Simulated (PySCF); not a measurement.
Sn(H)2(Et)(vinyl) (C₄H₁₀Sn), SMILES C=[CH][SnH2][CH2]C.

The structure is a stationary point at B3LYP-D3(BJ)/def2-SVP. The def2 effective core potentials stand for the cores of Sn; spin–orbit coupling is left out. The values are those of a single conformer.

All values below come from PBE/def2-TZVP (PySCF).

```
Item                                                                                                             Value
---------------------------------------------------------------------------------------------  -----------------------
total energy                                                                                        -372.51192 hartree
highest occupied level                                                                                        -6.30 eV
lowest empty level                                                                                            -1.27 eV
orbital gap                                                                                                    5.03 eV
dipole moment                                                                                                   0.90 D
quadrupole, principal values (traceless, Buckingham form, about the centre of nuclear charge)    -3.35, 1.02, 2.32 D·Å
mean static polarisability                                                                       94.7 bohr³ (14.03 Å³)
polarisability, principal values                                                               79.1, 81.5, 123.4 bohr³
```
